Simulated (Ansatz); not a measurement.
`C#[C][GaH][SH]` + `[NH2][AlH2]` → `C#[C][AlH][NH2]` + `[SH][GaH2]`  (formal exchange of groups at a C–Ga bond)

Gas-phase electronic energies from Ansatz, PBE0-D4/def2-TZVP geometries. CBS: MP2 limit from def2 TZ/QZ plus the TZ coupled-cluster correction, frozen cores. This one scheme is used for every species. DFT in def2-TZVPP. For Ga outer-core shells are correlated without core-valence functions, which leaves a few kJ/mol of doubt a bond. Scalar relativity is left out up to krypton. One conformer a species, not always the lowest.

```tsv
level	ΔE (kJ/mol)
revPBE-D4	-26.0
BHLYP	-28.8
```

(1) What does CCSD(T)/CBS give? (Estimate.)

(2) What do rigid-rotor, harmonic-oscillator terms from PBE0-D4/def2-TZVP frequencies (298.15 K, 1 bar) make of the CCSD(T)/CBS value? (An estimate is asked.)

Largest T1 diagnostic among the species: 0.014.

Results:

(1) The calculation gave: -23.9 kJ/mol. The listed levels differ from it by -2.1, -4.9 kJ/mol.

(2) Computed: ΔZPE = +0.9 kJ/mol, ΔH = -23.3 kJ/mol, ΔS = 6 J/(mol·K), ΔG = -25.2 kJ/mol.

Leaving LDA and LC-ωPBE aside and taking each functional with its dispersion term where it has one, the values, not all of them listed here, spread over 5.6 kJ/mol, from r2SCAN-D4 to PBE-QIDH. In def2-TZVPP, CCSD(T) changes the Hartree–Fock value by +5.2 kJ/mol (the triples alone add +0.9 kJ/mol) and MP2 by +6.9 kJ/mol.
